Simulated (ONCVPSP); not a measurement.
## Potentials for C (Z = 6) compared

Generated with ld1.x 7.5 (TM, RRKJ, ultrasoft, PAW), atompaw 4.2 or ONCVPSP 4.0.1. The cutoff is in Ry: for ld1.x and atompaw files where the sum of valence levels is converged to 10 mRy in a Bessel basis, for ONCV files where the hardest occupied wave has 1 mHa per electron of residual kinetic energy. The error is the largest all-electron minus pseudo excitation energy over each file’s own four to seven test configurations (ionisations up to +4, promotions, holes and added fractions of an electron), all of which were solved. The labels leave out finer settings (local radius, basis sizes, second energies), which also bear on the numbers. Spin-polarised tests are not counted. The rows are a selection from randomly drawn settings: files with unsolved tests, undetermined cutoffs or missed reference levels are left out.

A true bound ghost makes a file unfit for plane-wave use even where its test errors are small: the radial tests pick states by their node count and pass the ghost by.

| potential | cutoff (Ry) | largest error (meV) | bound ghosts |
| --- | --- | --- | --- |
| ONCV, PW91, scalar-relativistic, rc 0.85/3.00/2.70 (spd), local smoothed, core correction yes, reference 2s1.75 2p2.25, qcut 8.6/5.7/3.4, projectors 2/1/2 | 62 | +1235 | s, d |
| ONCV, PBE, scalar-relativistic, rc 0.95/2.35/2.45 (spd), local smoothed, core correction yes, reference 2s2 2p2, qcut 6.2/6.1/3.8, projectors 2/1/2 | 48 | +1042 | none |
| ONCV, PBEsol, scalar-relativistic, rc 1.05/1.90 (sp), local smoothed, core correction yes, reference 2s2 2p1.5, qcut 7.2/6.9, projectors 2/2 | 41 | +155 | none |
| ONCV, PBE, scalar-relativistic, rc 1.00/2.95/2.25 (spd), local smoothed, core correction yes, reference 2s2 2p2, qcut 7.6/4.7/4.2, projectors 1/2/2 | 42 | +1886 | p |
| ONCV, PBE, scalar-relativistic, rc 1.25/2.70/2.75 (spd), local smoothed, core correction yes, reference 2s2 2p1.5, qcut 4.4/5.1/3, projectors 2/2/2 | 84 | +735 | none |
| ONCV, PBE, scalar-relativistic, rc 1.05/2.80 (sp), local smoothed, core correction yes, reference 2s2 2p2, qcut 6/4.6, projectors 2/2 | 39 | +2166 | none |
| ONCV, PBE, fully relativistic, rc 1.25/2.15 (sp), local smoothed, core correction no, reference 2s2 2p2, qcut 4.2/6.3, projectors 2/2 | 119 | +765 | none |

Task: Fill in the row for C: ONCV, PBE, scalar-relativistic, rc 0.55/1.65 (sp), local smoothed, core correction no, reference 1s2 2s2 2p2, qcut 23.4/9.7, projectors 2/1.

Result: cutoff 454 Ry, largest error +180 meV, bound ghosts: none.

Task: Fill in the row for C: ONCV, PBE, scalar-relativistic, rc 0.95/2.25/1.90 (spd), local smoothed, core correction yes, reference 2s2 2p2, qcut 7.9/7.6/5.6, projectors 1/1/2.

Result: cutoff 42 Ry, largest error +659 meV, bound ghosts: none.
